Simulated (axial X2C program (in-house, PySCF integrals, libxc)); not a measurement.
**Which functional? An output for MnSb**

An SCF output computed with an in-house all-electron X2C program for linear molecules (integrals from PySCF) for MnSb at 2.501 Å, two-component, state Ω = 1, Sb dyall-cv3z [11s12p8d4f1g], Mn dyall-cv3z [9s10p6d3f2g] (cores contracted in-house), without its first line:

```
basis functions 232  fitting functions 1248  grid points 5800
iter        total energy     max residual
   1      -7632.340062747     4.01e-01
   2      -7632.395800515     2.02e-02
   3      -7632.404707778     1.04e-02
   4      -7632.407081315     5.40e-03
   5      -7632.409204427     3.31e-03
   6      -7632.410145218     2.33e-03
   7      -7632.410735460     1.12e-03
   8      -7632.410969154     4.43e-04
   9      -7632.410996958     3.83e-04
  10      -7632.411016715     3.12e-04
  11      -7632.411028648     2.69e-04
  12      -7632.411044720     1.79e-04
  13      -7632.411052405     9.65e-05
  14      -7632.411054844     5.52e-05
  15      -7632.411055451     4.33e-05
  16      -7632.411055611     2.96e-05
  17      -7632.411055671     1.83e-05
  18      -7632.411055697     5.89e-06
  19      -7632.411055698     2.62e-06
converged
one-electron -11026.68051079  Coulomb 3349.43506369  exact exchange -220.86106878  xc functional 0.00000000  nuclear repulsion 269.77246858  atomic mean-field constant -4.07700840
```

Task: Which level of theory produced it?
A. PBE0
B. BLYP
C. HF

Result: C. The exact-exchange term against the functional term shows a share of 1 of exact exchange.
